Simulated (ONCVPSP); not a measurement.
An all-electron radial function and its pseudo partner (boron)

Columns: radius, all-electron u(r) and pseudo u(r) of the 2p shell (level -3.61 eV) of boron in the configuration [He] 2s2 2p1; PBE, scalar-relativistic, ONCV scheme, ONCVPSP 4.0.1.

| r (bohr) | all-electron | pseudo |
| --- | --- | --- |
| 0.105 | 0.0296 | 0.0110 |
| 0.210 | 0.0938 | 0.0441 |
| 0.315 | 0.1701 | 0.0981 |
| 0.420 | 0.2472 | 0.1686 |
| 0.525 | 0.3194 | 0.2481 |
| 0.630 | 0.3841 | 0.3289 |
| 0.735 | 0.4400 | 0.4063 |
| 0.840 | 0.4878 | 0.4779 |
| 0.945 | 0.5283 | 0.5409 |
| 1.050 | 0.5612 | 0.5907 |
| 1.155 | 0.5868 | 0.6231 |
| 1.260 | 0.6055 | 0.6377 |
| 1.365 | 0.6180 | 0.6396 |
| 1.470 | 0.6250 | 0.6357 |
| 1.575 | 0.6273 | 0.6309 |
| 1.680 | 0.6254 | 0.6261 |
| 1.785 | 0.6201 | 0.6202 |
| 1.890 | 0.6119 | 0.6119 |
| 1.995 | 0.6014 | 0.6014 |
| 2.100 | 0.5889 | 0.5889 |
| 2.205 | 0.5748 | 0.5748 |
| 2.310 | 0.5596 | 0.5596 |
| 2.415 | 0.5434 | 0.5434 |
| 2.520 | 0.5266 | 0.5266 |
| 2.625 | 0.5094 | 0.5094 |
| 2.730 | 0.4919 | 0.4920 |

**Question.** How many radial nodes do the two functions have?

**Answer.** The all-electron 2p function has n − l − 1 = 0; the pseudo-wave has 0.

**Question.** At about which radius was the pseudo-wave matched?

**Answer.** 1.95 bohr. The columns agree to 0.0005 from 1.78 bohr on; several derivatives are matched, so the curves merge somewhat inside the radius.

**Question.** Is the pseudo-wave norm-conserving?

**Answer.** Yes: the ONCV scheme keeps the norm inside the radius equal to the all-electron one, which fixes the energy derivative of the logarithmic derivative at the level.
